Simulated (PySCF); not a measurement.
# Worked example: oscillator strength and radiative lifetime

C4H7BFN, SMILES B(C=C=C)(F)NC.

The structure is a stationary point at r2SCAN-D4/def2-SVP. This is a generated structure with no PubChem entry under its InChIKey; it may be hypothetical. One conformer was computed; it need not be the lowest.

TDA-LC-ωPBE/def2-SVPD in PySCF puts the first singlet state with f over 0.02 at 6.76 eV (vertical), with the transition dipole (0.092, 1.547, 0.000) in atomic units.

Question: Find the oscillator strength, the wavelength and the radiative lifetime that this transition would have in vacuum if emission retraced absorption.

Answer: 
|μ|² = 2.4017 au, so |μ| = 3.94 D. ΔE = 6.76/27.211 = 0.2484 hartree. f = (2/3) ΔE |μ|² = 0.398 (the program prints 0.398).
λ = 1239.84/6.76 = 183 nm; ν = 54523 cm⁻¹.
Einstein's coefficient A = 0.6670 ν² f s⁻¹ (ν in cm⁻¹) = 7.9e8 s⁻¹, so τ = 1/A = 1.3 ns. This state is S3; the lower singlets have f = 0.000, 0.000. The figure is the radiative limit of this one transition; relaxation, internal conversion, crossing to triplets and a medium change what is measured.
